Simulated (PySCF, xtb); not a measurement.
B(H) cation (BH), SMILES [BH] (connectivity only; charge and spin as stated), charge +1, multiplicity 2.

Harmonic wavenumbers (cm⁻¹) from GFN2-xTB (xtb 6.7.1) at its own minimum, in rising order: 2374.

### Question
What does PySCF with PBE0-D3(BJ)/def2-TZVPD give at its own minimum? (An estimate is asked for; the answer gives what the named calculation found.)

### Answer
2535. Paired by order, the mean absolute difference is 161 cm⁻¹ and the zero-point energies are 3.4 and 3.6 kcal/mol.
